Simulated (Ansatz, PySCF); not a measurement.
Energy difference R1 → P1 + P2, each structure at its B3LYP-D3(BJ)/def2-TZVP stationary point, reached from a drawn start (curvature not checked).
R1, H4Zr (SMILES [ZrH4]) (charge 0, multiplicity 1, Z-matrix in Å and degrees):
```
Zr
H 1 1.8481
H 1 1.8481 2 109.46
H 1 1.8481 2 109.45 3 120.00
H 1 1.8481 2 109.49 4 120.00
```
P1, H3Zr (SMILES [ZrH3]) (charge 0, multiplicity 2):
```xyz
4

Zr    -0.0013    -0.0009    -0.2376
H      1.8348    -0.0096     0.0701
H     -0.9083     1.5942     0.0774
H     -0.9252    -1.5837     0.0902
```
P2: H atom, charge 0, multiplicity 2.

```json
[
 {"level": "SVWN5/def2-TZVPP", "reaction energy (kJ/mol)": "344.5", "cost": "×0.6"},
 {"level": "PBE/def2-TZVPP", "reaction energy (kJ/mol)": "309.2", "cost": "×1"},
 {"level": "r2SCAN/def2-TZVPP", "reaction energy (kJ/mol)": "309.2", "cost": "×2"},
 {"level": "B97M-V/def2-TZVPP", "reaction energy (kJ/mol)": "324.4", "cost": "×3"},
 {"level": "B3LYP/def2-TZVPP", "reaction energy (kJ/mol)": "316.9", "cost": "×1"},
 {"level": "PBE0/def2-TZVPP", "reaction energy (kJ/mol)": "303.1", "cost": "×1"},
 {"level": "BHLYP/def2-TZVPP", "reaction energy (kJ/mol)": "307.1", "cost": "×2"},
 {"level": "M06-2X/def2-TZVPP", "reaction energy (kJ/mol)": "344.0", "cost": "-"},
 {"level": "wB97X-V/def2-TZVPP", "reaction energy (kJ/mol)": "321.1", "cost": "×5"},
 {"level": "wB97M-V/def2-TZVPP", "reaction energy (kJ/mol)": "317.6", "cost": "×5"},
 {"level": "MP2/def2-SVP", "reaction energy (kJ/mol)": "287.2", "cost": "-"},
 {"level": "MP2/def2-QZVPP", "reaction energy (kJ/mol)": "303.4", "cost": "×2"},
 {"level": "CCSD/def2-TZVPP", "reaction energy (kJ/mol)": "309.1", "cost": "-"},
 {"level": "CCSD(T)/def2-TZVPP", "reaction energy (kJ/mol)": "311.2", "cost": "×3"}
]
```

P less R. No zero-point or thermal terms; singlets are restricted closed shells; open shells are unrestricted; no spin–orbit coupling. The spin states of the d-block species are the ones drawn and need not be the lowest.

Cores are frozen in the correlated methods.

Run with Ansatz (Gaussian basis) for Hartree–Fock, density functionals and correlated methods; PySCF for M06-2X. Each number belongs to the level named beside it. Elements past Kr take the def2 small-core potentials, without spin–orbit coupling.

Costs are rough ratios of core time to PBE/def2-TZVPP (about 4 s over the structures, on one shared machine); a dash marks a level with no comparable run of its own.

Ansatz is a quantum-chemistry and plane-wave program.
